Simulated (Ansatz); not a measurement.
The multiplicity is imposed and other spin states were not computed.

Species: [Hf(F)3(CH3)] (charge 0, multiplicity 1).

**Question.** Give a relaxed geometry from PBE-D3(BJ)/def2-SVP (Ansatz, a program for electronic structure).

**Answer.** the end point of this relaxation.
Z-matrix (Å, degrees):
```
Hf
F 1 1.9197
F 1 1.9197 2 113.70
F 1 1.9197 2 113.70 3 132.22
C 1 2.2034 2 104.81 4 113.88
H 5 1.1122 1 111.20 2 -179.84
H 5 1.1122 6 107.69 1 122.06
H 5 1.1122 6 107.69 7 115.87
```
